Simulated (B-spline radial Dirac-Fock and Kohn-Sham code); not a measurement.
K-line shifts caused by a second vacancy in Hf⁴⁺

System: the Hf⁴⁺ ion, configuration [Xe] 4f14, inside a Watson sphere of charge -4 and radius 2.7 Å (a model of the Madelung potential; inside it an electron's potential energy is raised by 21.3 eV).

Input file task.json (cfg lists n, l and occupation; rrms is the nuclear radius in fm):

```json
{"items": [{
  "Z": 72,
  "q": 4,
  "cfg": [[1, 0, 2], [2, 0, 2], [2, 1, 6], [3, 0, 2], [3, 1, 6], [3, 2, 10], [4, 0, 2], [4, 1, 6], [4, 2, 10], [4, 3, 14], [5, 0, 2], [5, 1, 6]],
  "A": 180,
  "rrms": 5.347,
  "watson": [-4, 2.7],
  "do": ["binding", "quiet", "double"]
}]}
```

Run with: `python xray_run.py task.json out`

Level of theory: ΔSCF Dirac-Fock with Breit, self-energy and vacuum polarisation, finite nucleus, configuration average; a radial B-spline solver. Each two-hole energy is an average over J within one jj subconfiguration, not an observable level; in light atoms, where LS coupling holds, the j-resolved values are not observed lines, and for a K spectator the Kα1 hypersatellite is nearly forbidden. Electron correlation is not included.

Lines without a spectator: Kα2 (K-L2) 54601.4 eV, Kα1 (K-L3) 55779.8 eV, Kβ3 (K-M2) 62972.0 eV, Kβ1 (K-M3) 63227.9 eV. Shifts in eV with one spectator hole (a dash: not computed, or left out as unreliable):

| spectator hole | Kα2 | Kα1 | Kβ3 | Kβ1 |
| --- | --- | --- | --- | --- |
| K (1s) | +942.0 | +1009.0 | +1218.4 | +1233.9 |
| L2 (2p1/2) | +118.9 | +159.2 | – | +305.9 |
| L3 (2p3/2) | +92.2 | +100.2 | +234.3 | – |
| M2 (3p1/2) | – | +24.89 | +48.7 | +57.6 |
| M3 (3p3/2) | +14.03 | – | +42.1 | +42.5 |
| M4 (3d3/2) | +4.78 | +1.39 | – | – |
| M5 (3d5/2) | -0.45 | +3.42 | – | – |
